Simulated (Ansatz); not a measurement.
`C=C1O[SiH]1OC`, relaxed with RKS PBE0-D4/def2-TZVP in Ansatz from a PBE-D4/def2-SVP geometry. The force threshold is 0.005 eV/Å; the program also tests the step.

The species carries charge 0 and has multiplicity 1.

Start:

```xyz
12

C     0.700   -1.423   -2.590
C     0.283   -0.558   -1.658
O    -0.963    0.112   -1.512
Si    0.129    0.503   -0.225
O    -0.155   -0.107    1.286
C    -0.494    0.631    2.451
H     0.034   -1.732   -3.412
H     1.714   -1.842   -2.535
H     0.514    1.945   -0.140
H    -0.242    1.712    2.360
H     0.063    0.216    3.315
H    -1.582    0.543    2.660
```

| step | energy (eV) | largest force (eV/Å) | largest move (Å) |
| --- | --- | --- | --- |
| 1 | -15171.8949 | 1.015 | 0.000 |
| 2 | -15171.9831 | 0.676 | 0.044 |
| 3 | -15172.0050 | 0.218 | 0.075 |
| 4 (rejected) | -15172.0022 | 0.293 | 0.090 |
| 5 | -15172.0146 | 0.089 | 0.044 |
| 6 | -15172.0157 | 0.031 | 0.019 |
| 7 | -15172.0161 | 0.061 | 0.024 |
| 8 | -15172.0165 | 0.037 | 0.012 |
| 9 | -15172.0167 | 0.024 | 0.016 |
| 10 | -15172.0168 | 0.048 | 0.033 |
| 11 | -15172.0170 | 0.019 | 0.006 |
| 12 | -15172.0171 | 0.021 | 0.012 |
| 13 | -15172.0171 | 0.025 | 0.010 |
| 14 | -15172.0172 | 0.011 | 0.005 |
| 15 | -15172.0172 | 0.006 | 0.002 |
| 16 | -15172.0172 | 0.003 | 0.002 |

End:

```xyz
12

C     0.717   -1.400   -2.561
C     0.310   -0.568   -1.624
O    -0.944    0.098   -1.507
Si    0.051    0.472   -0.220
O    -0.289   -0.108    1.247
C    -0.487    0.640    2.429
H     0.075   -1.669   -3.392
H     1.707   -1.831   -2.504
H     0.480    1.881   -0.113
H    -0.200    1.689    2.302
H     0.120    0.204    3.225
H    -1.539    0.593    2.717
```

Run time 35 s (4 threads of an Intel Xeon 6975P-C on a shared host); peak host memory 0.69 GiB.
